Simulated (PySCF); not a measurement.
Compound: C5H9FSi.
Numbering: `[F:1][SiH2:2][C@@:3]12[CH2:4][CH2:5][C@@H:6]1[CH2:7]2` (hydrogens: H8, H9 on Si2; H10, H11 on C4; H12, H13 on C5; H14 on C6; H15, H16 on C7)

Method: TDDFT PBE0/def2-SVPD, vertical, gas phase, core orbitals frozen in the response in PySCF. One conformer (not necessarily the lowest) at the GFN2-xTB geometry, without solvent, vibrations or thermal averaging.

Computed states:

| state | E (eV) | f |
| --- | --- | --- |
| S1 | 6.63 | 0.022 |
| S2 | 7.13 | 0.0047 |
| S3 | 7.29 | 0.014 |
| S4 | 7.48 | 0.018 |
| S5 | 7.77 | 0.0057 |
| S6 | 7.80 | 0.034 |
| S7 | 7.84 | 0.020 |
| S8 | 7.98 | 0.0027 |

Each state is given a Gaussian of 0.4 eV full width at half maximum, with ε(max) = 2.175×10⁸ f / Δν̃ (Δν̃ the width in cm⁻¹). The width is an assumption, not a result. The curve ends short of the highest state used, and states not computed would add to its high-energy end.

Q: Give the broadened spectrum and its maxima.

A: 
λ (nm), ε (L mol⁻¹ cm⁻¹) and a bar:
```
    167.9       2132 ##############################
    168.6       2049 #############################
    169.3       1955 ############################
    170.0       1848 ##########################
    170.7       1727 ########################
    171.3       1614 #######################
    172.0       1475 #####################
    172.7       1330 ###################
    173.4       1186 #################
    174.1       1046 ###############
    174.8        916 #############
    175.5        801 ###########
    176.2        705 ##########
    176.8        640 #########
    177.5        588 ########
    178.2        564 ########
    178.9        569 ########
    179.6        602 ########
    180.3        663 #########
    181.0        747 ##########
    181.7        849 ############
    182.3        947 #############
    183.0       1067 ###############
    183.7       1185 #################
    184.4       1293 ##################
    185.1       1384 ###################
    185.8       1452 ####################
    186.5       1491 #####################
    187.2       1500 #####################
    187.8       1484 #####################
    188.5       1437 ####################
    189.2       1364 ###################
    189.9       1269 ##################
    190.6       1158 ################
    191.3       1037 ###############
    192.0        912 #############
    192.7        787 ###########
    193.3        684 ##########
    194.0        572 ########
    194.7        470 #######
    195.4        379 #####
    196.1        301 ####
    196.8        236 ###
    197.5        182 ###
    198.2        138 ##
    198.9        103 #
    199.5         79 #
    200.2         58 #
    200.9         41 #
    201.6         29 
    202.3         20 
    203.0         14 
    203.7         10 
    204.4          6 
    205.0          5 
    205.7          3
```

Maxima: 187 nm (6.63 eV), ε about 1500, made up of S1 (100%) (ε in L mol⁻¹ cm⁻¹; maxima over ε = 5, shares over 10%). At its high-energy end, 7.38 eV, the curve is still rising (ε about 2100, from S3 and S4).

Q: On this curve, what absorbance would a 10⁻³ mol/L sample give at 193 nm over a 1 cm path?

A: 193 nm is 6.424 eV, where ε is about 740 L mol⁻¹ cm⁻¹, so A = ε c l ≈ 0.74 (Beer–Lambert, with the gas-phase spectrum and the assumed width).

Q: Coming from long wavelengths, where does ε first pass 100 L mol⁻¹ cm⁻¹?

A: At about 199 nm (6.23 eV), 0.39 eV below S1.

Q: What would ε be at 6.63 eV, the highest of these maxima, with half the width (0.2 eV)?

A: About 2990 L mol⁻¹ cm⁻¹ against 1500, a factor of about 1.99; a lone state at its own centre would give exactly 2.

The run took 74 s of wall time (with the writing of density and orbital grids) on one thread of an Arm Neoverse N1 (shared host), and the process peaked at 0.88 GiB of memory.
